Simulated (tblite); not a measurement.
A geometry optimisation, step by step.

C6H8ClNS.
Bonds: C1–C2, C2–C3, C3–C4, C4–C5 (aromatic), C5–S6 (aromatic), S6–C7 (aromatic), C7–Cl8, C7–N9 (aromatic), C4–N9 (aromatic). Hydrogens: H10, H11, H12 on C1; H13, H14 on C2; H15, H16 on C3; H17 on C5.

Computed with GFN2-xTB (tblite), gas phase: L-BFGS steps from a force-field or distance-geometry start until the largest atomic force falls under 0.01 eV/Å. 11 of its 150 geometries are shown.

Step 0: E = -751.5880 eV, largest atomic force 2.776 eV/Å
```
atom  x, y, z in Å  |  force x, y, z in eV/Å
C1      1.649   -1.078    0.251    0.011  -0.644  -0.241
C2      1.412   -0.045   -0.859   -0.348  -0.889  -0.480
C3      0.597    1.135   -0.377   -0.002   0.372  -0.625
C4     -0.760    0.643    0.074   -0.021   1.266   0.422
C5     -1.719    1.477    0.566   -1.015  -0.642   0.223
S6     -3.155    0.441    0.986    0.549   1.242  -0.040
C7     -2.291   -0.976    0.477    1.952   0.495  -0.664
Cl8    -2.855   -2.654    0.500    0.439   1.745   0.032
N9     -1.084   -0.643    0.055   -1.203  -2.501  -0.058
H10     1.303   -2.062   -0.136    0.294   0.556   0.552
H11     1.056   -0.839    1.153    0.681  -0.194  -0.496
H12     2.726   -1.158    0.449   -0.473   0.036   0.331
H13     0.778   -0.544   -1.629    0.531   0.381   0.251
H14     2.362    0.237   -1.332   -0.315   0.155   0.194
H15     0.477    1.807   -1.263   -0.136  -0.165   0.718
H16     1.112    1.706    0.418   -0.332  -0.302  -0.249
H17    -1.614    2.566    0.655   -0.612  -0.911   0.130
```

Step 15: E = -752.1529 eV, largest atomic force 0.119 eV/Å
```
atom  x, y, z in Å  |  force x, y, z in eV/Å
C1      1.693   -1.100    0.225    0.029  -0.034   0.044
C2      1.409   -0.087   -0.892    0.047  -0.108  -0.015
C3      0.577    1.099   -0.408    0.064  -0.020  -0.017
C4     -0.774    0.657    0.062   -0.026  -0.029  -0.043
C5     -1.767    1.438    0.573   -0.016  -0.024   0.019
S6     -3.143    0.492    1.007   -0.037   0.103   0.026
C7     -2.257   -0.912    0.450   -0.036  -0.049  -0.013
Cl8    -2.923   -2.465    0.535   -0.014   0.019  -0.020
N9     -1.089   -0.665   -0.005   -0.018  -0.013   0.018
H10     1.375   -2.099   -0.059    0.023   0.018  -0.046
H11     1.148   -0.840    1.127    0.040   0.024   0.035
H12     2.752   -1.141    0.469    0.021   0.044  -0.005
H13     0.868   -0.578   -1.698   -0.056  -0.026  -0.040
H14     2.349    0.279   -1.306   -0.005   0.074   0.015
H15     0.459    1.825   -1.215   -0.043   0.018  -0.060
H16     1.103    1.608    0.401   -0.029   0.026   0.111
H17    -1.786    2.499    0.725    0.055  -0.022  -0.010
```

Step 30: E = -752.1716 eV, largest atomic force 0.070 eV/Å
```
atom  x, y, z in Å  |  force x, y, z in eV/Å
C1      1.768   -1.087    0.227   -0.005   0.000  -0.006
C2      1.422   -0.094   -0.891    0.005  -0.023   0.003
C3      0.552    1.064   -0.403    0.022  -0.010  -0.014
C4     -0.805    0.618    0.045    0.012  -0.020   0.031
C5     -1.762    1.429    0.574    0.014   0.011   0.010
S6     -3.168    0.540    1.018    0.031  -0.049  -0.040
C7     -2.336   -0.897    0.439   -0.036   0.008   0.009
Cl8    -3.063   -2.422    0.521    0.003   0.032  -0.022
N9     -1.161   -0.691   -0.025   -0.029  -0.033   0.021
H10     1.480   -2.098   -0.047    0.018   0.022  -0.014
H11     1.237   -0.838    1.141    0.029   0.005  -0.009
H12     2.835   -1.085    0.441   -0.029   0.023   0.012
H13     0.894   -0.609   -1.694   -0.014   0.011   0.025
H14     2.337    0.326   -1.313   -0.014  -0.016  -0.002
H15     0.432    1.799   -1.204    0.003  -0.004  -0.007
H16     1.043    1.570    0.433    0.018   0.007  -0.017
H17    -1.714    2.487    0.729   -0.028   0.035   0.020
```

Step 45: E = -752.1782 eV, largest atomic force 0.058 eV/Å
```
atom  x, y, z in Å  |  force x, y, z in eV/Å
C1      1.819   -1.075    0.232    0.002   0.010   0.013
C2      1.412   -0.116   -0.891   -0.034   0.023  -0.007
C3      0.550    1.045   -0.393   -0.023   0.007   0.001
C4     -0.800    0.605    0.090   -0.002   0.043  -0.035
C5     -1.757    1.431    0.600    0.014  -0.011   0.019
S6     -3.195    0.563    0.988    0.056   0.014   0.007
C7     -2.374   -0.881    0.421    0.006   0.015  -0.022
Cl8    -3.146   -2.383    0.431   -0.012  -0.038   0.014
N9     -1.179   -0.698    0.001   -0.005   0.040  -0.022
H10     1.596   -2.104   -0.033    0.013   0.001  -0.025
H11     1.274   -0.848    1.143   -0.022  -0.012   0.029
H12     2.881   -1.004    0.447    0.026   0.026   0.019
H13     0.852   -0.654   -1.655   -0.031  -0.002   0.007
H14     2.299    0.307   -1.367    0.007  -0.035   0.003
H15     0.398    1.760   -1.209    0.022  -0.010   0.036
H16     1.063    1.576    0.415   -0.013  -0.028  -0.026
H17    -1.701    2.489    0.770   -0.003  -0.044  -0.013
```

Step 60: E = -752.2326 eV, largest atomic force 0.121 eV/Å
```
atom  x, y, z in Å  |  force x, y, z in eV/Å
C1      1.986   -0.998    0.269   -0.003   0.023   0.037
C2      1.325   -0.238   -0.878   -0.037  -0.024  -0.007
C3      0.542    0.985   -0.392   -0.021  -0.014  -0.002
C4     -0.833    0.613    0.080   -0.027   0.009  -0.064
C5     -1.726    1.437    0.700    0.063   0.006  -0.008
S6     -3.204    0.622    1.048    0.032  -0.009  -0.060
C7     -2.500   -0.797    0.291    0.000   0.003   0.032
Cl8    -3.352   -2.251    0.170   -0.037  -0.002   0.009
N9     -1.308   -0.641   -0.146    0.019  -0.017   0.064
H10     2.205   -2.025   -0.017    0.014   0.094  -0.021
H11     1.335   -1.022    1.141   -0.043  -0.044  -0.080
H12     2.918   -0.515    0.557   -0.010   0.000   0.037
H13     0.617   -0.884   -1.392    0.032  -0.105  -0.052
H14     2.085    0.073   -1.597   -0.005   0.010   0.047
H15     0.434    1.701   -1.212    0.007   0.013   0.036
H16     1.081    1.480    0.419   -0.013   0.057  -0.031
H17    -1.611    2.471    0.950    0.030  -0.002   0.064
```

Step 74: E = -752.2603 eV, largest atomic force 0.091 eV/Å
```
atom  x, y, z in Å  |  force x, y, z in eV/Å
C1      2.067   -0.940    0.281   -0.034  -0.016   0.003
C2      1.312   -0.300   -0.876   -0.005   0.023   0.000
C3      0.516    0.924   -0.414    0.033   0.016  -0.047
C4     -0.858    0.579    0.071    0.060   0.002   0.069
C5     -1.687    1.424    0.748   -0.009  -0.022   0.010
S6     -3.211    0.684    1.060    0.004  -0.012   0.036
C7     -2.594   -0.743    0.249    0.005  -0.001   0.018
Cl8    -3.534   -2.137    0.089   -0.039  -0.029  -0.004
N9     -1.397   -0.641   -0.192   -0.016   0.061  -0.016
H10     2.544   -1.858   -0.048    0.077  -0.036   0.009
H11     1.388   -1.184    1.093   -0.049  -0.003   0.001
H12     2.830   -0.264    0.660    0.021  -0.017   0.017
H13     0.627   -1.030   -1.306   -0.001   0.052  -0.022
H14     2.025   -0.001   -1.648   -0.022   0.010   0.040
H15     0.396    1.633   -1.238    0.039  -0.023  -0.044
H16     1.063    1.440    0.380   -0.061   0.021  -0.038
H17    -1.495    2.424    1.079   -0.003  -0.025  -0.031
```

Step 89: E = -752.2980 eV, largest atomic force 0.129 eV/Å
```
atom  x, y, z in Å  |  force x, y, z in eV/Å
C1      1.901   -0.997    0.322   -0.060   0.026  -0.013
C2      1.363   -0.241   -0.889    0.023  -0.010  -0.032
C3      0.509    0.980   -0.537    0.009  -0.022   0.021
C4     -0.822    0.612    0.039   -0.016  -0.052   0.000
C5     -1.623    1.417    0.790    0.022  -0.014   0.035
S6     -3.086    0.618    1.227    0.010   0.024  -0.004
C7     -2.498   -0.773    0.337   -0.011  -0.011  -0.043
Cl8    -3.417   -2.189    0.209    0.034   0.045   0.023
N9     -1.349   -0.619   -0.206    0.009  -0.035  -0.012
H10     2.548   -1.803   -0.015    0.052   0.008   0.017
H11     1.097   -1.446    0.901   -0.056   0.114  -0.024
H12     2.476   -0.338    0.971   -0.028  -0.015  -0.021
H13     0.759   -0.919   -1.492    0.008   0.005  -0.004
H14     2.207    0.096   -1.496   -0.012   0.004   0.015
H15     0.337    1.562   -1.450   -0.010  -0.036   0.034
H16     1.034    1.629    0.167    0.012  -0.019   0.004
H17    -1.443    2.423    1.113    0.011  -0.010   0.006
```

Step 104: E = -752.3104 eV, largest atomic force 0.033 eV/Å
```
atom  x, y, z in Å  |  force x, y, z in eV/Å
C1      1.817   -0.996    0.321    0.002  -0.006   0.017
C2      1.393   -0.216   -0.915   -0.001   0.000   0.006
C3      0.514    0.986   -0.571   -0.007  -0.004   0.002
C4     -0.800    0.595    0.028   -0.021   0.000  -0.014
C5     -1.582    1.395    0.804   -0.002   0.001   0.011
S6     -3.036    0.596    1.266    0.001  -0.005   0.015
C7     -2.464   -0.792    0.360    0.009  -0.016  -0.003
Cl8    -3.367   -2.220    0.282   -0.002   0.016  -0.013
N9     -1.328   -0.637   -0.209    0.016  -0.001  -0.011
H10     2.478   -1.814    0.044   -0.003   0.013   0.003
H11     0.947   -1.416    0.820    0.014   0.030  -0.005
H12     2.344   -0.348    1.021   -0.008  -0.014   0.005
H13     0.842   -0.873   -1.587   -0.020  -0.019  -0.005
H14     2.279    0.146   -1.441    0.015  -0.003  -0.005
H15     0.318    1.557   -1.484   -0.007   0.001  -0.011
H16     1.033    1.648    0.126    0.005   0.005   0.000
H17    -1.394    2.399    1.125    0.009   0.003   0.008
```

Step 119: E = -752.3172 eV, largest atomic force 0.090 eV/Å
```
atom  x, y, z in Å  |  force x, y, z in eV/Å
C1      1.820   -0.935    0.368    0.037   0.012  -0.080
C2      1.391   -0.239   -0.918   -0.013  -0.028  -0.060
C3      0.491    0.965   -0.640    0.037  -0.006  -0.030
C4     -0.798    0.572    0.006    0.021   0.077   0.023
C5     -1.494    1.332    0.897   -0.006  -0.014  -0.049
S6     -2.950    0.553    1.383   -0.018  -0.079  -0.038
C7     -2.497   -0.773    0.320   -0.015   0.083   0.032
Cl8    -3.491   -2.124    0.144   -0.015  -0.065   0.011
N9     -1.389   -0.615   -0.301   -0.026   0.044  -0.010
H10     2.563   -1.700    0.159   -0.011  -0.020  -0.010
H11     0.961   -1.409    0.834   -0.011   0.005   0.065
H12     2.252   -0.222    1.067   -0.001   0.006   0.012
H13     0.847   -0.944   -1.547    0.001  -0.009   0.025
H14     2.265    0.102   -1.477    0.027   0.004   0.072
H15     0.269    1.467   -1.587   -0.017  -0.008   0.034
H16     1.007    1.678    0.008   -0.031   0.008  -0.031
H17    -1.255    2.305    1.273    0.042  -0.011   0.036
```

Step 134: E = -752.3429 eV, largest atomic force 0.115 eV/Å
```
atom  x, y, z in Å  |  force x, y, z in eV/Å
C1      1.833   -0.751    0.484   -0.047   0.038  -0.001
C2      1.384   -0.280   -0.895    0.009  -0.036   0.004
C3      0.419    0.909   -0.816    0.017  -0.029   0.007
C4     -0.825    0.540   -0.085   -0.056  -0.001   0.051
C5     -1.261    1.091    1.082   -0.001  -0.085  -0.077
S6     -2.727    0.352    1.604   -0.039  -0.034   0.030
C7     -2.628   -0.675    0.181    0.005   0.014   0.053
Cl8    -3.788   -1.868   -0.117   -0.007   0.038  -0.012
N9     -1.619   -0.455   -0.573    0.060   0.064   0.039
H10     2.622   -1.493    0.399    0.016  -0.018  -0.028
H11     1.006   -1.198    1.031   -0.032   0.010  -0.036
H12     2.207    0.084    1.074    0.054   0.029  -0.023
H13     0.879   -1.095   -1.415    0.023  -0.022   0.013
H14     2.250    0.018   -1.489    0.016  -0.008   0.044
H15     0.155    1.213   -1.830   -0.018   0.020  -0.033
H16     0.892    1.749   -0.309    0.035   0.033   0.006
H17    -0.806    1.868    1.664   -0.035  -0.014  -0.038
```

Step 149: E = -752.3523 eV, largest atomic force 0.009 eV/Å
```
atom  x, y, z in Å  |  force x, y, z in eV/Å
C1      1.905   -0.663    0.509   -0.001  -0.003   0.001
C2      1.378   -0.306   -0.875    0.002   0.002   0.000
C3      0.398    0.872   -0.831    0.001  -0.003   0.001
C4     -0.845    0.509   -0.089   -0.001   0.000   0.001
C5     -1.228    0.978    1.129    0.001  -0.006  -0.001
S6     -2.715    0.266    1.634    0.000   0.002  -0.001
C7     -2.703   -0.632    0.125   -0.002   0.007  -0.002
Cl8    -3.949   -1.707   -0.259    0.004   0.000   0.001
N9     -1.699   -0.401   -0.634   -0.002  -0.004   0.003
H10     2.602   -1.494    0.446    0.001   0.001   0.003
H11     1.088   -0.950    1.167    0.007   0.003  -0.004
H12     2.421    0.186    0.953   -0.003  -0.004  -0.002
H13     0.868   -1.168   -1.308   -0.001   0.003   0.001
H14     2.213   -0.041   -1.526    0.000  -0.006   0.002
H15     0.122    1.142   -1.852   -0.001   0.006  -0.002
H16     0.868    1.731   -0.351   -0.004   0.004  -0.002
H17    -0.730    1.691    1.754    0.000  -0.001   0.000
```

Question: Summarise the path.

Answer: The energy falls by 0.7643 eV from step 0 to step 149; nine tenths of that is first reached at step 81. It rises by more than 0.2 meV at step 122. The largest force goes from 2.776 to 0.009 eV/Å. Among the bonds C5–S6 changes most, from 1.820 to 1.724 Å; the atoms move by 0.958 Å rms after alignment.

Question: Follow the three bonds and two angles with the largest change from start to end.

Answer: 
```
step  E above end (eV)  largest force (eV/Å)  C5–S6 (Å)  C7–Cl8 (Å)  C7–N9 (Å)  S6–C5–H17 (°)  S6–C7–Cl8 (°)
   0            0.7643                 2.776      1.820       1.770      1.322          128.4          127.7
   6            0.2424                 0.272      1.726       1.687      1.278          122.4          123.3
  13            0.2046                 0.156      1.724       1.692      1.278          119.6          121.2
  19            0.1940                 0.087      1.725       1.689      1.278          119.3          121.8
  26            0.1831                 0.107      1.724       1.688      1.279          120.5          121.7
  32            0.1797                 0.045      1.721       1.691      1.280          120.5          121.1
  39            0.1771                 0.056      1.721       1.691      1.280          120.2          120.7
  45            0.1741                 0.058      1.724       1.689      1.280          120.3          121.1
  52            0.1600                 0.241      1.720       1.693      1.279          120.6          122.5
  58            0.1311                 0.450      1.726       1.688      1.279          120.2          121.8
  65            0.1059                 0.093      1.723       1.690      1.280          119.7          121.1
  71            0.0966                 0.097      1.722       1.691      1.280          120.4          121.2
  78            0.0854                 0.138      1.723       1.692      1.280          120.5          121.7
  84            0.0655                 0.246      1.722       1.684      1.279          120.0          120.7
  91            0.0518                 0.095      1.721       1.689      1.280          119.9          121.3
  97            0.0447                 0.066      1.725       1.693      1.280          120.2          121.2
 104            0.0419                 0.033      1.723       1.691      1.280          120.2          121.2
 110            0.0410                 0.038      1.723       1.690      1.280          120.5          121.0
 117            0.0375                 0.080      1.722       1.690      1.280          120.2          121.1
 123            0.0293                 0.159      1.726       1.693      1.280          120.3          121.6
 130            0.0153                 0.161      1.725       1.690      1.279          120.7          121.2
 136            0.0078                 0.108      1.724       1.691      1.279          120.3          120.9
 143            0.0013                 0.051      1.725       1.689      1.280          120.3          121.2
 149            0.0000                 0.009      1.724       1.690      1.279          120.3          121.0
```

What follows is the cost of the whole relaxation. Time: 3.3 s. Hardware: one thread, Intel Xeon Platinum 8259CL at 2.50 GHz (x86_64), no GPU, shared host.
